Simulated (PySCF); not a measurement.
How methods differ on the electron affinity of K

K⁻ [Ar] 4s2 (1S) → K [Ar] 4s1 (2S), as a difference of total energies. All numbers are calculated (PySCF 2.14, no relativity, point nucleus, in dyall-av2z). Correlated levels: valence: [Ar] frozen; virtual orbitals above 40 to 60 times the deepest correlated orbital energy dropped. The calculations carry no spin-orbit coupling.

```
           method  electron affinity (eV)
              UHF                  -0.081
              LDA                   0.576
              PBE                   0.516
             PBE0                   0.480
           r2SCAN                   0.411
             BLYP                   0.438
             PW91                   0.537
             BP86                   0.595
        CAM-B3LYP                   0.452
    MP2 (valence)                   0.219
SCS-MP2 (valence)                   0.280
```

These non-relativistic numbers lack the scalar-relativistic shift.

Errors of the correlated levels include the incompleteness of this basis and the frozen core.

A negative affinity means that the anion lies above the atom at that level of theory.

In the anion the highest occupied orbital energy is positive at LDA, PBE, PBE0, r2SCAN, BLYP, PW91, BP86, a self-interaction effect; the basis confines that electron, and the energy difference can still be sensible.

For comparison: 0.501 eV (measured; photodetachment measurements, as compiled on the Wikipedia data page of electron affinities).
